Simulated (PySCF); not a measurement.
# PBE on S³⁺ (sulfur, charge +3)

Configuration: [Ne] 3s2 3p1, 2P determinant. Computed with PySCF 2.14 in cc-pV(D+d)Z, with the non-relativistic Hamiltonian (point nucleus).

* Total energy: -395.4117 hartree
* One-electron energy: -526.4014 hartree
* Hartree (Coulomb) energy: 155.2768 hartree
* Exchange-correlation energy: -24.2871 hartree
* Kinetic energy: 394.26587 hartree
* ⟨S²⟩: 0.7529
* ⟨L²⟩: 2.012
* Sum of ⟨r⟩: 8.534 bohr
* Sum of ⟨r²⟩: 10.60 bohr²
* Traceless quadrupole moment −½Σ⟨3z² − r²⟩ along its main axis: -1.20 e·bohr²
* Density at the nucleus (Gaussians lack the cusp): 2600 bohr⁻³
* Spin density at the nucleus: 0.0645 bohr⁻³
* Langevin diamagnetic susceptibility: -8.40 ×10⁻⁶ cm³/mol
* Time after the integrals: 0.12 s of wall time on 1 thread of Neoverse-V1 (shared host)

| shell | electrons | mean orbital energy (eV) | spread (eV) | rms radius, mean of both spins (bohr) |
| --- | --- | --- | --- | --- |
| 1s α | 1 | -2442.2 | 0 | 0.113 |
| 1s β | 1 | -2442.0 | 0 | 0.113 |
| 2s α | 1 | -252.60 | 0 | 0.522 |
| 2s β | 1 | -252.41 | 0 | 0.522 |
| 2p α | 3 | -198.92 | 0.399 | 0.493 |
| 2p β | 3 | -198.67 | 0.823 | 0.493 |
| 3s α | 1 | -52.634 | 0 | 1.64 |
| 3s β | 1 | -51.243 | 0 | 1.64 |
| 3p α | 1 | -41.087 | 0 | 1.79 |
